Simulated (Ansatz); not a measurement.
One change: `[OH][Ti]([Cl])([Cl])[Cl]` becomes `[OH][Hf]([Cl])([Cl])[Cl]`.

Ansatz, PBE0-D4/def2-TZVP geometries, multiplicity 1. Each molecule was computed in one conformer, which needn't be the lowest.

Elements past krypton have def2 core potentials. Scalar relativity is left out up to krypton.

```tsv
property	`[OH][Ti]([Cl])([Cl])[Cl]`
HOMO energy (B3LYP/def2-TZVPP) / eV	-8.97
HOMO energy (PBE/def2-TZVPP) / eV	-7.89
LUMO energy (B3LYP/def2-TZVPP) / eV	-3.47
HOMO energy (PBE0/def2-TZVPP) / eV	-9.25
HOMO–LUMO gap (PBE/def2-TZVPP) / eV	3.81
HOMO energy (ωB97M-V/def2-TZVPP) / eV	-11.42
```

Task: Give the same properties after the change, and the shifts. (Best estimate.)

Result: The calculation gave: 
```csv
property,`[OH][Hf]([Cl])([Cl])[Cl]`,shift
HOMO energy (B3LYP/def2-TZVPP) / eV,-9.01,-0.04
HOMO energy (PBE/def2-TZVPP) / eV,-7.91,-0.02
LUMO energy (B3LYP/def2-TZVPP) / eV,-1.60,1.87
HOMO energy (PBE0/def2-TZVPP) / eV,-9.30,-0.05
HOMO–LUMO gap (PBE/def2-TZVPP) / eV,5.68,1.87
HOMO energy (ωB97M-V/def2-TZVPP) / eV,-11.51,-0.09
```

With PBE0 the HOMO falls by 0.05 eV and the LUMO rises by 1.84 eV, so the gap widens by about 1.89 eV. PBE moves the HOMO by -0.02 eV and ωB97M-V by -0.09 eV.

B3LYP here is the variant with VWN-RPA as its local correlation; programs differ in this.
